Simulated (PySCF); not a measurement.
An unknown shows these calculated signals:

$^{1}$H NMR (400 MHz, computed): δ 6.63 (m, 1H), 5.84 (m, 1H), 5.44 (t, 2H), 4.88 (s, 3H), 4.08 (t, 2H).

$^{13}$C{$^{1}$H} NMR (computed): δ 144.4 (CH), 134.3 (CH), 56.9 (CH2).

Relativity neglected, averaged over atoms made equivalent by symmetry, fast rotation or ring inversion, in vacuum, single conformer. Shielding tensors at PBE0/pcSseg-1 (GIAO); coordinates at the GFN2-xTB level; PySCF 2.14.

References, each an isolated molecule treated in the same way: TMS for $^{1}$H (31.72 ppm) and $^{13}$C (186.93 ppm).

Problem. Which of these does the molecule contain: an OH group, a Si–H bond, a CH3CH2 unit, a vinyl group CH=CH2, a non-aromatic C=C double bond?

Solution. 
- An OH group: no.
- A Si–H bond: yes (δH 5.44 (t)).
- A CH3CH2 unit: no.
- A vinyl group CH=CH2: no.
- A non-aromatic C=C double bond: yes.

The data belong to `F/C=C\O[SiH2]CO[SiH3]`, C₃H₉FO₂Si₂; they needn't prove each group on their own.

Carbon signals by region: 2 in the sp2 and nitrile region (100–160 ppm), 1 at 50–100 ppm.

Splittings by $^{19}$F in the carbon and heteronuclear signals aren't shown, as no couplings were computed. Shifts are as computed. Against solution values, carbons near 30 ppm lie about +3 ppm off and those near 130 ppm about +5 ppm. Of 1211 compounds with measured shifts, 218 miss one by over three times the rms of a fit or turn the order of signals round; such compounds aren't used in these exercises. No couplings were computed; multiplicities are counted from neighbouring protons, with m where these are inequivalent, close in shift, in a saturated or five-membered ring or joined by F or P, and br s for small geminal =CH2 splittings.
